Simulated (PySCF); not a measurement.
Dissociation curve of SMILES [GeH4]. The Ge1–H5 bond (Ge1 also carries H, H, H; H5 carries nothing else) is pulled apart rigidly from the PBE0/def2-TZVP optimised geometry.

Methods: UKS-r2SCAN = unrestricted r2SCAN/cc-pVDZ run with PySCF; RMP2 = PySCF with MP2 on RHF/cc-pVDZ, 9 core orbitals frozen; UCCSD(T) = CCSD(T) on UHF/cc-pVDZ, 9 core orbitals frozen (PySCF).

Energies relative to the lowest point of each curve near equilibrium, in kJ/mol:

```json
[
 {"R / Å": "1.24", "UKS-r2SCAN": "112.6", "RMP2": "113.7"},
 {"R / Å": "1.45", "UKS-r2SCAN": "6.6", "RMP2": "6.4"},
 {"R / Å": "1.48", "UKS-r2SCAN": "2.6", "RMP2": "2.4"},
 {"R / Å": "1.57", "UKS-r2SCAN": "1.0", "RMP2": "1.2"},
 {"R / Å": "1.61", "UKS-r2SCAN": "4.2", "RMP2": "4.8"},
 {"R / Å": "1.80", "UKS-r2SCAN": "40.6", "RMP2": "44.1"},
 {"R / Å": "2.09", "UKS-r2SCAN": "125.0", "RMP2": "135.9"},
 {"R / Å": "2.52", "UKS-r2SCAN": "249.1", "RMP2": "272.6"},
 {"R / Å": "2.78", "UKS-r2SCAN": "294.5", "RMP2": "341.0"},
 {"R / Å": "3.39", "UKS-r2SCAN": "341.6", "RMP2": "451.7"},
 {"R / Å": "3.75", "UKS-r2SCAN": "352.0", "RMP2": "487.1"},
 {"R / Å": "4.65", "UKS-r2SCAN": "359.8", "RMP2": "499.2"}
]
```

### Question
Estimate the UCCSD(T) values at these points.

### Answer
1.24: 115.3; 1.45: 7.0; 1.48: 2.9; 1.57: 0.8; 1.61: 4.0; 1.80: 40.3; 2.09: 124.2; 2.52: 241.8; 2.78: 293.4; 3.39: 351.9; 3.75: 358.8; 4.65: 361.5 (kJ/mol).

The unrestricted determinant behind UKS-r2SCAN is spin-contaminated at 2.52 to 5.39 Å (<S²> up to 1.0, against 0.00 for a pure singlet). The restricted form behind RMP2 keeps the bonding electrons paired and can't separate into open-shell fragments. The T1 diagnostic of CCSD on the restricted reference of RMP2 exceeds 0.045 at 3.75 to 5.39 Å. The unrestricted determinant behind UCCSD(T) is spin-contaminated at 2.29 to 5.39 Å (<S²> up to 1.0, against 0.00 for a pure singlet).
